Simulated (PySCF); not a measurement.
Cartesian coordinates (Å):
```xyz
8

C      1.7862     0.5685     0.0674
C      0.7165     0.0335    -0.0299
C     -0.6042    -0.5765    -0.1622
O     -1.6253     0.1368     0.5257
H      2.7368     1.0331     0.1622
H     -0.5957    -1.5784     0.2703
H     -0.8453    -0.6820    -1.2272
H     -1.5690     1.0649     0.2717
```
Charge 0, spin multiplicity 1.

**Question.** What is the computed HOMO, dipole moment, total energy, LUMO and HOMO–LUMO gap (PBE-D3(BJ)/def2-TZVP // B3LYP-D3(BJ)/def2-TZVP (PySCF))?

**Answer.** 
```json
{
 "HOMO": "-6.49 eV",
 "dipole_moment": "1.30 D",
 "total_energy": "-191.7079 Ha",
 "LUMO": "-0.69 eV",
 "HOMO–LUMO gap": "5.80 eV"
}
```
